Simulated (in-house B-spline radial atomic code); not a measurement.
Inner levels of ruthenium as electrons are removed. A shift is the extra binding of the orbital against the neutral atom ([Kr] 4d7 5s1). Computed with a radial B-spline atomic code at the basis-set limit: non-relativistic Hartree-Fock, average of the configuration, point nuclei.

This level leaves out relativity, spin-orbit splitting included, which matters for heavy ions.

```
  ion  configuration  shift of 1s (eV)  radius of 1s (bohr)  Σ<r²> (bohr²)  change of density at nucleus (bohr⁻³)
Ru36+   [He] 2s2 2p4           2455.27             0.034535        0.12631                                -587.41
Ru37+   [He] 2s2 2p3           2707.51             0.034504        0.10598                                -442.14
Ru38+   [He] 2s2 2p2                 ?                    ?              ?                                      ?
Ru39+   [He] 2s2 2p1           3224.41             0.034439       0.067729                                -142.17
Ru40+       [He] 2s2                 ?                    ?              ?                                      ?
Ru41+       [He] 2s1           3717.94             0.034401       0.026133                               -3010.06
Ru42+            1s2           3949.43             0.034384      0.0031561                               -6122.76
Ru43+            1s1           4693.21             0.034091      0.0015496                               -32419.4
```

Question: Fill in the row of Ru38+.

Answer: shift of 1s (eV): 2963.9; radius of 1s (bohr): 0.034472; Σ<r²> (bohr²): 0.086469; change of density at nucleus (bohr⁻³): -293.73.

Question: Fill in the row of Ru40+.

Answer: shift of 1s (eV): 3489.04; radius of 1s (bohr): 0.034405; Σ<r²> (bohr²): 0.049724; change of density at nucleus (bohr⁻³): 12.565.
